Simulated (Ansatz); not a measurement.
CH3F3Sn⁺, that is SnMeF3 with one electron fewer. The state is a doublet with charge 1. Geometry PBE0-D4/def2-SVP; atoms count from 1.

```
atom   x (Å)   y (Å)   z (Å)
 Sn1   0.035  -0.319  -1.095
  C2  -0.040   0.361   1.237
  H3   0.423   1.348   1.089
  H4   0.580  -0.463   1.622
  H5  -1.133   0.297   1.345
  F6   1.074  -1.890  -0.934
  F7   0.874   1.201  -1.842
  F8  -1.814  -0.535  -1.421
```

In the def2 sets Sn takes a core potential; there is no spin–orbit coupling.

Problem. Estimate the Mulliken populations from the PBE0/def2-TZVP orbitals of Ansatz.

Solution. 
```tsv
atom	charge (e)	spin (α − β)
Sn1	1.56	0.17
C2	-0.33	0.66
H3	0.25	-0.01
H4	0.25	-0.01
H5	0.25	-0.01
F6	-0.32	0.07
F7	-0.32	0.07
F8	-0.32	0.07
```
Mulliken values and Mayer orders depend strongly on the basis.

Problem. Where does the spin sit?

Solution. Summed by element: Sn 0.17, C 0.66, H -0.04, F 0.20, of 1 unpaired in all. Largest on single atoms: C2 0.66, Sn1 0.17, F7 0.07.

Problem. And the Mayer bond orders between bonded heavy atoms (over 0.3)?

Solution. Sn1–C2 0.53 (2.43 Å); Sn1–F6 0.97 (1.89 Å); Sn1–F7 0.97 (1.89 Å); Sn1–F8 0.97 (1.89 Å).
